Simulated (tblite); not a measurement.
Parent: `[CH:1]#[C:2][C@@:3]1([Cl:4])[SiH2:5][CH2:6][CH2:7][C@@H:8]1[F:9]` with C2–C3–Si5–C6 95°, C3–Si5–C6–C7 -4°, Si5–C6–C7–C8 32°, C6–C7–C8–F9 64°, C6H8ClFSi.

Structures optimised with GFN2-xTB, isolated species. One conformer each, not checked by frequencies here.

```
coordinate of the parent    value
                   C1≡C2  1.198 Å
                   C2–C3  1.435 Å
                  C3–Cl4  1.806 Å
                  C3–Si5  1.935 Å
                  Si5–C6  1.909 Å
                   C6–C7  1.536 Å
                   C7–C8  1.525 Å
                   C8–F9  1.380 Å
                   C3–C8  1.529 Å
                C1–C2–C3   178.8°
               C2–C3–Cl4   108.0°
               C2–C3–Si5   112.7°
                C2–C3–C8   110.2°
              Cl4–C3–Si5   112.9°
               Cl4–C3–C8   110.5°
               Si5–C3–C8   102.5°
               C3–Si5–C6    92.3°
               Si5–C6–C7   105.8°
                C6–C7–C8   108.1°
                C7–C8–F9   108.3°
                C3–C8–C7   106.8°
                C3–C8–F9   109.2°
```

Task: How does the shared frame change in `[CH:1]#[C:2][C@@H:3]1[SiH2:4][CH2:5][CH2:6][C@H:7]1[F:8]` with C2–C3–Si4–C5 -104°, C3–Si4–C5–C6 11°, Si4–C5–C6–C7 -36°, C5–C6–C7–F8 -68°, C6H9FSi? Atoms pair as C1 = C1, C2 = C2, C3 = C3, Si5 = Si4, C6 = C5, C7 = C6, C8 = C7, F9 = F8 (parent first).

Result: 
```tsv
parent	relative	value in the relative	change
C1≡C2	C1≡C2	1.198 Å	0.000
C2–C3	C2–C3	1.441 Å	+0.006
C3–Si5	C3–Si4	1.926 Å	-0.009
Si5–C6	Si4–C5	1.906 Å	-0.003
C6–C7	C5–C6	1.532 Å	-0.004
C7–C8	C6–C7	1.523 Å	-0.002
C8–F9	C7–F8	1.386 Å	+0.006
C3–C8	C3–C7	1.532 Å	+0.003
C1–C2–C3	C1–C2–C3	178.4°	-0.4
C2–C3–Si5	C2–C3–Si4	111.9°	-0.8
C2–C3–C8	C2–C3–C7	110.2°	0.0
Si5–C3–C8	Si4–C3–C7	103.6°	+1.1
C3–Si5–C6	C3–Si4–C5	93.4°	+1.1
Si5–C6–C7	Si4–C5–C6	105.2°	-0.6
C6–C7–C8	C5–C6–C7	108.3°	+0.2
C7–C8–F9	C6–C7–F8	109.0°	+0.7
C3–C8–C7	C3–C7–C6	108.9°	+2.1
C3–C8–F9	C3–C7–F8	108.5°	-0.7
```

Of the parent's bonds, C3–Si5 changes most (-0.009 Å). Point group C1 → C1.

Task: How does the shared frame change in `[CH:1]#[C:2][C@@:3]1([SiH2:4][Cl:5])[SiH2:6][CH2:7][CH2:8][C@@H:9]1[F:10]` with C2–C3–Si4–Cl5 61°, C2–C3–Si6–C7 101°, C3–Si6–C7–C8 -12°, Si6–C7–C8–C9 36°, C7–C8–C9–F10 69°, C6H10ClFSi2? Atoms pair as C1 = C1, C2 = C2, C3 = C3, Si5 = Si6, C6 = C7, C7 = C8, C8 = C9, F9 = F10 (parent first).

Result: 
| parent | relative | value in the relative | change |
| --- | --- | --- | --- |
| C1≡C2 | C1≡C2 | 1.198 Å | 0.000 |
| C2–C3 | C2–C3 | 1.442 Å | +0.007 |
| C3–Si5 | C3–Si6 | 1.932 Å | -0.003 |
| Si5–C6 | Si6–C7 | 1.906 Å | -0.003 |
| C6–C7 | C7–C8 | 1.530 Å | -0.006 |
| C7–C8 | C8–C9 | 1.522 Å | -0.003 |
| C8–F9 | C9–F10 | 1.389 Å | +0.009 |
| C3–C8 | C3–C9 | 1.531 Å | +0.002 |
| C1–C2–C3 | C1–C2–C3 | 179.3° | +0.5 |
| C2–C3–Si5 | C2–C3–Si6 | 109.1° | -3.6 |
| C2–C3–C8 | C2–C3–C9 | 108.4° | -1.8 |
| Si5–C3–C8 | Si6–C3–C9 | 103.3° | +0.8 |
| C3–Si5–C6 | C3–Si6–C7 | 93.6° | +1.3 |
| Si5–C6–C7 | Si6–C7–C8 | 105.1° | -0.7 |
| C6–C7–C8 | C7–C8–C9 | 108.3° | +0.2 |
| C7–C8–F9 | C8–C9–F10 | 108.8° | +0.5 |
| C3–C8–C7 | C3–C9–C8 | 109.4° | +2.6 |
| C3–C8–F9 | C3–C9–F10 | 109.1° | -0.1 |

Of the parent's bonds, C8–F9 changes most (+0.009 Å). Bonds of the relative outside the shared frame: C3–Si4 1.914, Si4–Cl5 2.017 Å. Point group C1 → C1.

The numbers are calculated, not measured.
